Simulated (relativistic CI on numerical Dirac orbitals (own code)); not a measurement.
# d8 in a ligand field

Computed with a parametric ligand-field model of a d^n configuration (Racah B and C, spin-orbit zeta, crystal field), exact diagonalisation.

Field parameters in Wybourne normalisation: Oh B⁴₀ = 21Dq, B⁴₄ = √(5/14) B⁴₀. The field is a parameter set, without covalency.

B = 930 cm⁻¹, C = 3270 cm⁻¹ (C/B = 3.52), Oh, no spin-orbit coupling. Tanabe-Sugano data, E/B above the lowest term (Δ = |10Dq|; b, c mark the second and third term of a kind):

```csv
Δ/B,3A2,3T2,3T1,1E,1T2,1A1
1.0,0.00,1.00,1.79,12.76,13.43,19.80
3.0,0.00,3.00,5.29,13.61,16.03,21.14
5.0,0.00,5.00,8.68,14.03,18.45,22.24
7.0,0.00,7.00,11.92,14.27,20.74,23.16
9.0,0.00,9.00,15.00,14.42,22.95,23.91
11.0,0.00,11.00,17.92,14.52,25.10,24.54
13.0,0.00,13.00,20.68,14.59,27.22,25.06
15.0,0.00,15.00,23.29,14.65,29.31,25.51
17.0,0.00,17.00,25.79,14.69,31.39,25.89
19.0,0.00,19.00,28.19,14.73,33.45,26.21
21.0,0.00,21.00,30.51,14.75,35.50,26.49
23.0,0.00,23.00,32.78,14.78,37.54,26.74
25.0,0.00,25.00,35.00,14.80,39.58,26.95
27.0,0.00,27.00,37.18,14.81,41.61,27.14
29.0,0.00,29.00,39.34,14.83,43.64,27.31
31.0,0.00,31.00,41.47,14.84,45.66,27.46
33.0,0.00,33.00,43.58,14.85,47.68,27.60
35.0,0.00,35.00,45.68,14.86,49.70,27.72
37.0,0.00,37.00,47.77,14.87,51.72,27.83
39.0,0.00,39.00,49.84,14.88,53.73,27.93
41.0,0.00,41.00,51.91,14.89,55.75,28.03
43.0,0.00,43.00,53.97,14.89,57.76,28.11
45.0,0.00,45.00,56.03,14.90,59.77,28.19
47.0,0.00,47.00,58.08,14.91,61.78,28.26
```

The ground term stays 3A2.
